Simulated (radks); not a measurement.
The neon ion Ne3+, configuration [He] 2s1.5 2p3 3p0.5 (fractional occupations, a model configuration). Method: non-relativistic Kohn-Sham, exchange-only r2SCAN, spin-polarised, spherical densities, point nucleus; open shells are filled with parallel spins first; meta-GGA in the generalised Kohn-Sham scheme; computed with a radial shooting solver on a logarithmic mesh with Libxc functionals.

Normalised radial functions P(r) = r R(r), r in bohr:

r,1s up,2p up,2p down
0.006326,0.3607,0.0014,0.0014
0.008042,0.4507,0.0023,0.0022
0.01014,0.5566,0.0036,0.0034
0.01279,0.6836,0.0056,0.0054
0.01626,0.8395,0.0090,0.0085
0.0205,1.0149,0.0140,0.0133
0.02586,1.2134,0.0216,0.0206
0.03287,1.4387,0.0338,0.0322
0.04146,1.6664,0.0516,0.0491
0.05228,1.8883,0.0778,0.0741
0.06646,2.0877,0.1176,0.1119
0.08382,2.2211,0.1724,0.1640
0.1057,2.2633,0.2478,0.2356
0.1344,2.1806,0.3517,0.3341
0.1695,1.9644,0.4787,0.4545
0.2137,1.6269,0.6295,0.5960
0.2717,1.1982,0.8017,0.7526
0.3426,0.7809,0.9619,0.9030
0.4321,0.4360,1.0864,1.0235
0.5493,0.1944,1.1379,1.0825
0.6927,0.0690,1.0829,1.0556
0.8736,0.0179,0.9207,0.9328
1.111,0.0030,0.6733,0.7222
1.401,0.0003,0.4190,0.4833
1.766,0.0000,0.2122,0.2669
2.245,0.0000,0.0806,0.1118
2.832,0.0000,0.0237,0.0358
3.571,0.0000,0.0048,0.0082
4.54,0.0000,0.0005,0.0011
5.725,0.0000,0.0000,0.0001
7.22,0.0000,0.0000,0.0000

1s up: eigenvalue -931.98 eV, 0 radial nodes, <r> = 0.158 bohr, 90 % of the charge inside 0.283 bohr. 2p up: eigenvalue -92.810 eV, 0 radial nodes, <r> = 0.724 bohr, 90 % of the charge inside 1.19 bohr. 2p down (empty): eigenvalue -74.904 eV, 0 radial nodes, <r> = 0.776 bohr, 90 % of the charge inside 1.29 bohr.
